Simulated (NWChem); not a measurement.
System: InSiH$_{3}$OCl$_{2}$; SMILES [SiH3][O][In]([Cl])[Cl]

Here is an NWChem input.

```
start job
memory heap 200 mb stack 900 mb global 1100 mb
geometry units angstroms
  In     0.102580    -0.044994     0.264310
  Cl     0.050741    -1.466543     2.048174
  Cl     1.333693     1.874343     0.049151
  O     -1.072716    -0.578288    -1.216622
  Si    -1.394492    -0.013685    -2.701325
  H     -1.912618     1.361680    -2.629564
  H     -2.403809    -0.980685    -3.134716
  H     -0.180447    -0.038762    -3.532656
end
basis spherical
  * library def2-svp
end
ecp
  In library def2-ecp
end
dft
  xc pbe0
  iterations 150
end
driver
  maxiter 120
end
task dft optimize
```

Not confirmed as a minimum by frequencies. def2 effective core potentials on In; no spin-orbit coupling.

The level has its own optimisation.

### Question
What results follow from this input? (PBE0/def2-SVP with def2 effective core potentials on In.) Quantities: r In–O (Å); r O–Si (Å); dipole (D).

### Answer
The r In–O (Å) is 1.969, the r O–Si (Å) is 1.661 and the dipole (D) is 0.50.
